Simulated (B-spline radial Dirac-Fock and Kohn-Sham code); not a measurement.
## X-ray form factors of erbium in several charge states

These are calculated numbers from a B-spline atomic structure program; the model is relativistic Hartree-Fock (Dirac-Fock) wave functions, averaged over the configuration.

Configurations: Er⁴⁷⁺ [Ar] 3d3; Er⁴⁹⁺ [Ar] 3d1; Er⁵⁰⁺ [Ne] 3s2 3p6; Er⁵⁵⁺ [Ne] 3s2 3p1. The first column is f₀ of Er⁴⁷⁺, the others are differences from it.

| s (Å⁻¹) | Er⁴⁷⁺ | Δ Er⁴⁹⁺ | Δ Er⁵⁰⁺ | Δ Er⁵⁵⁺ |
| --- | --- | --- | --- | --- |
| 0 | 21.000 | -2.000 | -3.000 | -8.000 |
| 0.1 | 20.957 | -1.993 | -2.990 | -7.972 |
| 0.2 | 20.828 | -1.973 | -2.961 | -7.887 |
| 0.3 | 20.617 | -1.940 | -2.912 | -7.749 |
| 0.4 | 20.326 | -1.895 | -2.845 | -7.558 |
| 0.5 | 19.961 | -1.839 | -2.762 | -7.320 |
| 0.7 | 19.034 | -1.697 | -2.552 | -6.719 |
| 0.9 | 17.897 | -1.525 | -2.297 | -5.990 |
| 1.1 | 16.619 | -1.334 | -2.013 | -5.182 |
| 1.4 | 14.592 | -1.038 | -1.573 | -3.931 |
